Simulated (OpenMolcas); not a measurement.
**Ge2+: effect of the IPEA shift**

```json
{
 "Program": "OpenMolcas",
 "Basis": "ANO-RCC-VTZP [6s5p3d1f]",
 "Scalar Hamiltonian": "DKH2, point nucleus",
 "Active space": "2 electrons in 8 orbitals (4s 4p 5s 5p)",
 "State averaging": "2S+1 = 3 even, 3 roots; 2S+1 = 1 even, 7 roots; 2S+1 = 3 odd, 3 roots; 2S+1 = 1 odd, 3 roots",
 "Spin-orbit coupling": "RASSI with atomic mean-field integrals over the reference wave functions, term energies averaged over their components"
}
```

Methods on the same reference wave functions:
A. CASSCF
B. MS-CASPT2, IPEA 0 Eh, imaginary shift 0.1 Eh (closed shells correlated: 3d)
C. MS-CASPT2, IPEA 0.25 Eh, imaginary shift 0.1 Eh (closed shells correlated: 3d)

Energies in cm⁻¹ above 4s² ¹S₀, the measured ground level; measured values from Sugar and Musgrove, J. Phys. Chem. Ref. Data 22, 1213 (1993).

```csv
Level,A,B,C,Measured
4s² ¹S₀,0.0,0.0,0.0,0.0
4s 4p ³P°₀,59103,60370,60460,61734
4s 4p ³P°₁,59761,61020,61110,62500
4s 4p ³P°₂,61132,62400,62490,64144
4s 4p ¹P°₁,99272,92880,93180,91873
```

Deviations, from unrounded energies. A percentage is the sum of absolute deviations over the sum of measured energies, with the sign that they share, or ± where signs differ.

```csv
Against measurement,Levels,A,B,C
mean absolute deviation (cm-1),4,3900,1400,1400
other configurations (%),4,±5.6,±2.0,±2.0
```

B, C lie about equally close to measurement and A furthest from it. The largest miss of B in the table is 4s 4p ³P°₂, by -1700 cm-1. The ranking rests on the paired levels alone, and a cruder setting can come out closer through cancelling errors.

Between B and C the level of the table that moves most is 4s 4p ¹P°₁, by 300 cm-1 (lowest in B, highest in C). Moves below CASPT2's spread within the term are not significant.

The lowest spin-free term lies below A's lowest term by 0.386 hartree in B, 0.385 hartree in C.

Over all roots computed the reference weight is 0.89 to 0.97 in B, 0.90 to 0.97 in C; the roots of lowest weight are the least certain, and an intruder state may touch them. The run also gave levels led by 4s 5s, which use shells meant for correlation; these and all levels above them are left out. Computed and measured levels are paired by configuration, term and J; levels that our copy of the source lacks, or whose pairing is in doubt (as where it misses far off the trend of its configuration), stay unpaired and out of the deviations. Levels of configurations outside the active space are missing. The table leaves out levels that lie high or whose names do not pair safely across all columns.

° marks odd parity.
